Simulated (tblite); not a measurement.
Species: C3H11BFP.
Bonds: C1–B2, B2–C3, B2–C4, B2–P5, P5–F6. Hydrogens: H7, H8, H9 on C1; H10, H11, H12 on C3; H13, H14, H15 on C4; H16, H17 on P5.

Computed with GFN2-xTB (tblite), gas phase: L-BFGS steps from a force-field or distance-geometry start until the largest atomic force falls under 0.01 eV/Å.

Step 20: E = -558.6496 eV
```
atom  x, y, z in Å  |  force x, y, z in eV/Å
C1     -1.4366   -0.6191    0.6747   -0.008  -0.017   0.012
B2     -0.2125    0.1719   -0.0340    0.010  -0.008   0.004
C3      0.2398    1.5295    0.7341    0.009   0.004   0.004
C4     -0.3374    0.3239   -1.6428    0.012  -0.005  -0.005
P5      1.3812   -1.0171    0.2434    0.006   0.006   0.005
F6      1.2746   -2.4906   -0.4032   -0.027   0.016  -0.006
H7     -2.3557   -0.0410    0.6059   -0.006  -0.014   0.005
H8     -1.6388   -1.5832    0.2090    0.003  -0.012  -0.015
H9     -1.2620   -0.8024    1.7354    0.003   0.005   0.019
H10     0.4295    1.3685    1.7958   -0.009   0.013   0.005
H11    -0.5421    2.2828    0.6667    0.019   0.004   0.012
H12     1.1398    1.9731    0.3074   -0.002   0.019  -0.001
H13    -1.1646    0.9825   -1.9002    0.014  -0.016  -0.019
H14     0.5575    0.7534   -2.0949    0.001   0.011  -0.007
H15    -0.5274   -0.6273   -2.1398   -0.003  -0.003   0.002
H16     1.8004   -1.4518    1.4970   -0.016  -0.004  -0.001
H17     2.6471   -0.7409   -0.2643   -0.008   0.002  -0.013
```

Step 21: E = -558.6497 eV
```
atom  x, y, z in Å  |  force x, y, z in eV/Å
C1     -1.4366   -0.6192    0.6747   -0.010  -0.016   0.014
B2     -0.2138    0.1734   -0.0341    0.016  -0.020   0.010
C3      0.2394    1.5300    0.7340    0.009   0.011   0.008
C4     -0.3373    0.3239   -1.6426    0.012  -0.005  -0.012
P5      1.3817   -1.0161    0.2440   -0.021   0.003  -0.011
F6      1.2728   -2.4891   -0.4034   -0.028   0.015  -0.007
H7     -2.3569   -0.0425    0.6065    0.000  -0.017   0.005
H8     -1.6374   -1.5835    0.2087    0.003  -0.009  -0.012
H9     -1.2612   -0.8025    1.7355    0.000   0.005   0.014
H10     0.4296    1.3686    1.7954   -0.009   0.010   0.011
H11    -0.5413    2.2842    0.6677    0.013   0.009   0.010
H12     1.1397    1.9729    0.3076    0.004   0.021  -0.006
H13    -1.1642    0.9817   -1.9022    0.009  -0.011  -0.017
H14     0.5578    0.7530   -2.0943    0.006   0.013  -0.009
H15    -0.5264   -0.6278   -2.1388   -0.003  -0.008   0.001
H16     1.8002   -1.4528    1.4961   -0.008  -0.007   0.015
H17     2.6468   -0.7420   -0.2647    0.007   0.006  -0.015
```

Step 22: E = -558.6500 eV
```
atom  x, y, z in Å  |  force x, y, z in eV/Å
C1     -1.4368   -0.6197    0.6751   -0.006  -0.011   0.011
B2     -0.2153    0.1753   -0.0340    0.019  -0.029   0.015
C3      0.2392    1.5308    0.7341    0.007   0.016   0.012
C4     -0.3369    0.3237   -1.6425    0.011  -0.006  -0.017
P5      1.3822   -1.0145    0.2448   -0.050  -0.001  -0.027
F6      1.2694   -2.4865   -0.4040   -0.028   0.012  -0.008
H7     -2.3586   -0.0450    0.6074    0.007  -0.021   0.006
H8     -1.6353   -1.5843    0.2080    0.004  -0.003  -0.003
H9     -1.2599   -0.8025    1.7359   -0.005   0.003   0.005
H10     0.4297    1.3688    1.7952   -0.007   0.007   0.018
H11    -0.5400    2.2863    0.6693    0.002   0.015   0.007
H12     1.1396    1.9730    0.3077    0.009   0.022  -0.010
H13    -1.1635    0.9802   -1.9054    0.003  -0.005  -0.013
H14     0.5584    0.7527   -2.0936    0.010   0.013  -0.009
H15    -0.5251   -0.6286   -2.1374   -0.001  -0.014  -0.001
H16     1.7995   -1.4542    1.4953    0.002  -0.008   0.029
H17     2.6464   -0.7434   -0.2657    0.022   0.010  -0.015
```

Question: Estimate the geometry and energy of step 23. (The exact step hangs on the optimiser's Hessian estimate; all steps are aligned on step 22, rigid shifts and turns removed.)

Answer: E = -558.6503 eV, largest force 0.079 eV/Å
```
atom  x, y, z in Å  |  force x, y, z in eV/Å
C1     -1.4370   -0.6208    0.6758    0.006  -0.002   0.005
B2     -0.2168    0.1774   -0.0335    0.021  -0.031   0.017
C3      0.2391    1.5323    0.7345    0.003   0.019   0.014
C4     -0.3359    0.3233   -1.6424    0.008  -0.006  -0.017
P5      1.3821   -1.0119    0.2456   -0.070  -0.005  -0.037
F6      1.2628   -2.4821   -0.4053   -0.027   0.005  -0.011
H7     -2.3609   -0.0491    0.6087    0.016  -0.024   0.006
H8     -1.6317   -1.5856    0.2068    0.003   0.005   0.011
H9     -1.2578   -0.8026    1.7367   -0.013  -0.004  -0.008
H10     0.4298    1.3693    1.7952   -0.003   0.005   0.024
H11    -0.5381    2.2895    0.6716   -0.011   0.021   0.001
H12     1.1397    1.9736    0.3079    0.012   0.020  -0.011
H13    -1.1624    0.9778   -1.9103   -0.003   0.002  -0.005
H14     0.5598    0.7523   -2.0927    0.014   0.010  -0.010
H15    -0.5227   -0.6303   -2.1352    0.004  -0.019  -0.004
H16     1.7976   -1.4564    1.4948    0.012  -0.006   0.033
H17     2.6456   -0.7447   -0.2681    0.027   0.010  -0.008
```

The energy changes by -0.0004 eV. The first-order estimate −F·Δx gives -0.0005 eV and the mean of the old and new forces, exact on a quadratic surface, -0.0004 eV. The step makes an angle of 72° with the force vector and moves no atom by more than 0.008 Å.
